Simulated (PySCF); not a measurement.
C₆H₁₀ClN₃.
Structure used (GFN2-xTB), in Å, numbered top down from 1:
```xyz
20
C6H10ClN3 angstrom
C     -1.4771   -1.0662    0.4866
C     -0.6576    0.1212   -0.0243
C     -1.1155    0.5238   -1.4283
C     -0.7637    1.3016    0.9361
N      0.7274   -0.3216   -0.1294
C      1.8448    0.1419    0.4658
C      2.8426   -0.6794   -0.0280
Cl     4.5054   -0.6339    0.3222
N      2.2876   -1.5680   -0.8685
N      1.0295   -1.3423   -0.9183
H     -2.5302   -0.8042    0.5276
H     -1.3462   -1.9138   -0.1804
H     -1.1504   -1.3544    1.4835
H     -0.9824   -0.3126   -2.1089
H     -2.1636    0.8085   -1.4128
H     -0.5309    1.3660   -1.7927
H     -1.8027    1.6141    0.9998
H     -0.1763    2.1463    0.5831
H     -0.4308    1.0245    1.9339
H      1.8850    0.9592    1.1500
```

Computed at PBE0/pcSseg-1 (PySCF, non-relativistic), with Q(14N) = 0.02044 b, Q(35Cl) = −0.0817 b: N5, 14N (I = 1): χzz = -2.548 MHz, η = 0.447; Cl8, 35Cl (I = 3/2): χzz = -78.39 MHz, η = 0.044; N9, 14N (I = 1): χzz = -5.163 MHz, η = 0.137; N10, 14N (I = 1): χzz = -4.769 MHz, η = 0.702.

**Question.** Where would the pure quadrupole (NQR) lines of 14N at N5 fall for the rigid, isolated species?

**Answer.** From ν± = (3/4)|χ|(1 ± η/3) and ν0 = |χ|η/2: ν+ 2.196 MHz, ν− 1.626 MHz, ν0 0.570 MHz (pyrrole-type nitrogen).

**Question.** Where would the pure quadrupole (NQR) lines of 35Cl at Cl8 fall for the rigid, isolated species?

**Answer.** From ν = (|χ|/2)√(1 + η²/3): ν = 39.21 MHz (aryl chlorine). For 37Cl the ratio of quadrupole moments, 0.7881, gives 30.90 MHz.

**Question.** Where would the pure quadrupole (NQR) lines of 14N at N9 fall for the rigid, isolated species?

**Answer.** From ν± = (3/4)|χ|(1 ± η/3) and ν0 = |χ|η/2: ν+ 4.049 MHz, ν− 3.695 MHz, ν0 0.354 MHz (pyridine-type nitrogen).

**Question.** Where would the pure quadrupole (NQR) lines of 14N at N10 fall for the rigid, isolated species?

**Answer.** From ν± = (3/4)|χ|(1 ± η/3) and ν0 = |χ|η/2: ν+ 4.413 MHz, ν− 2.740 MHz, ν0 1.673 MHz (pyridine-type nitrogen).

**Question.** Apply the simplest Townes–Dailey estimate (no s hybridisation, no π bonding), ionic character = 1 − χzz/χ0, where χ0 is the coupling for one missing p electron along the bond: −109.74 MHz for 35Cl.

**Answer.** Cl8 on C7: 1 − (-78.39)/(-109.74) = 0.29. In this model a purely covalent bond gives χ0 and a free halide ion gives zero; s hybridisation or π bonding, where present, is counted here as ionic character.

In a crystal, neighbours and librations shift these lines. GFN2-xTB bond lengths can be off by several hundredths of an ångström, more for odd bonds, and the gradients follow them. These gradients aren't converged with respect to the basis.
